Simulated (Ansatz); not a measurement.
`F[CH]1[NH][Al]1[SH]`, charge 0, multiplicity 1.

(1) Give a relaxed structure at PBE0-D4/def2-TZVP (Ansatz). (Best estimate.)

Answers

(1) The calculation gave: 
Z-matrix (Å, degrees):
```
C
N 1 1.448
Al 1 1.922 2 60.0
F 1 1.395 2 113.6 3 113.5
H 1 1.092 2 116.9 3 -122.8
H 2 1.009 1 121.0 3 178.0
S 3 2.165 1 170.1 2 170.2
H 7 1.346 3 91.9 1 12.5
```
